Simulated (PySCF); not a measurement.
## Potential energy of SrBe along the bond

Set-up: PySCF, spin-free X2C with a Gaussian nucleus, basis sets Sr x2c-SVPall, Be x2c-SVPall. Energies in eV from Sr + Be in their ground configurations at the same level. State: ¹Σ⁺ (singlet), closed shell.

All columns are PBE0. A positive dipole means Sr(−)Be(+).

| R (Å) | E (eV) | μ (D) | Mulliken charge on Sr (basis-dependent) | HOMO (eV) | LUMO (eV) | Mayer bond order | ⟨S²⟩ |
| --- | --- | --- | --- | --- | --- | --- | --- |
| 3.043 | -0.094 | -0.79 | -0.21 | -3.79 | -1.87 | 0.88 | 0.00 |
| 3.184 | -0.175 | -0.90 | -0.15 | -3.84 | -1.78 | 0.81 | 0.00 |
| 3.326 | -0.219 | -0.98 | -0.10 | -3.88 | -1.70 | 0.74 | 0.00 |
| 3.432 | -0.233 | -1.03 | -0.07 | -3.92 | -1.68 | 0.68 | 0.00 |
| 3.538 | -0.237 | -1.06 | -0.04 | -3.95 | -1.67 | 0.62 | 0.00 |
| 3.644 | -0.234 | -1.08 | -0.02 | -3.98 | -1.67 | 0.56 | 0.00 |
| 3.786 | -0.222 | -1.09 | 0.00 | -4.01 | -1.66 | 0.49 | 0.00 |
| 3.963 | -0.200 | -1.07 | 0.02 | -4.04 | -1.65 | 0.41 | 0.00 |
| 4.175 | -0.169 | -1.02 | 0.03 | -4.07 | -1.63 | 0.33 | 0.00 |
| 4.458 | -0.129 | -0.90 | 0.03 | -4.10 | -1.60 | 0.23 | 0.00 |

A fit through these points gives, at Re = 3.537 Å, μ = -1.06 D and dμ/dR = -0.248 D/Å; the reduced mass is 8.174 u.

Problem. How strong is the fundamental in the double-harmonic approximation, I = 42.26·(dμ/dR)²/μred km/mol?

Solution. I = 42.26·(-0.248)²/8.174 = 0.318 km/mol at PBE0.

Closed-shell solutions of metal pairs were not tested for spin polarisation, which can lower them a little. The bond is weak. Basis-set superposition, not corrected here, can be much of De in a small basis, most of all at correlated wavefunction levels. Functionals without a dispersion term scatter widely for such bonds, and LDA overbinds them.
